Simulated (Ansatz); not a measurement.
Relaxation of F$_{3}$H$_{4}$NSi (9 atoms, charge 0, multiplicity 1), to a largest force component of 0.03 eV/Å in at most 50 steps.

The calculation used UKS B3LYP-D4/def2-SVP in Ansatz.

```xyz
9
Properties=species:S:1:pos:R:3
Si -0.812 -0.050 -0.277
H 1.042 -1.669 0.902
F -0.557 -1.320 -1.217
F -1.273 -0.524 1.182
F -2.074 0.696 -0.938
H 1.384 -1.085 0.715
N 0.634 0.950 -0.132
H 0.724 1.515 0.707
H 0.931 1.487 -0.942
```

Problem. Where does it end, and by what steps?

Solution. The run converged. The force dipped under the threshold on the way, but the program's further checks kept it going. After 18 steps the energy has fallen by 0.297 eV; H2 moved furthest, 1.40 Å.

```csv
step,energy less start (eV),largest force component (eV/Å),accepted
0,0.0000,2.195,yes
1,-0.1877,0.898,yes
2,-0.2456,0.448,yes
3,-0.2650,0.207,yes
4,-0.2755,0.173,yes
5,-0.2482,0.780,no
6,-0.2786,0.182,yes
7,-0.2830,0.078,yes
8,-0.2794,0.588,no
9,-0.2856,0.036,yes
10,-0.2876,0.118,yes
11,-0.2892,0.235,yes
12,-0.2914,0.140,yes
13,-0.2934,0.091,yes
14,-0.2946,0.113,yes
15,-0.2953,0.078,yes
16,-0.2961,0.045,yes
17,-0.2966,0.028,yes
18,-0.2967,0.016,yes
```

```xyz
9
Properties=species:S:1:pos:R:3
Si -1.172 0.168 -0.438
H 2.400 -1.714 1.231
F -1.057 -1.059 -1.462
F -1.898 -0.299 0.913
F -2.172 1.216 -1.136
H 1.893 -1.226 0.937
N 0.365 0.759 -0.068
H 0.552 1.266 0.790
H 1.087 0.889 -0.768
```

The run took 44 s on 2 threads of Intel(R) Xeon(R) Platinum 8375C CPU @ 2.90GHz (Ice Lake), with other jobs on the host, peak memory 0.28 GiB.
